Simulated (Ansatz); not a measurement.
Molecule: ZnOH (charge +1, singlet). SMILES: [OH][Zn+]

Atoms: Zn1, O2, H3. Bonds: Zn1-O2, O2-H3.

Bond lengths (Å) and angles (degrees) optimised at HF/STO-3G with Ansatz (a program for electronic structure); HF/3-21G with Ansatz; PBE/6-31G* with LANL2DZ past Ar with Ansatz; B3LYP/6-31G* with LANL2DZ past Ar with Ansatz, each started from the B3LYP-D3(BJ)/def2-TZVP structure (Ansatz) of the last column. A row stands for all coordinates that are equal there. 6-31G* holds six Cartesian d functions. No wavenumbers were computed at HF/STO-3G, PBE/6-31G* with LANL2DZ past Ar, so these may be saddle points.

```csv
coordinate,HF/STO-3G,HF/3-21G,PBE/6-31G* with LANL2DZ past Ar,B3LYP/6-31G* with LANL2DZ past Ar,B3LYP-D3(BJ)/def2-TZVP
Zn1-O2,1.475,1.668,1.800,1.786,1.771
O2-H3,0.962,0.956,0.986,0.977,0.973
Zn1-O2-H3,164.2,150.6,114.3,115.7,113.6
```

Mean signed difference of all 2 bond lengths from B3LYP-D3(BJ)/def2-TZVP: HF/STO-3G -0.154 Å, HF/3-21G -0.060 Å, PBE/6-31G* with LANL2DZ past Ar 0.020 Å, B3LYP/6-31G* with LANL2DZ past Ar 0.009 Å.
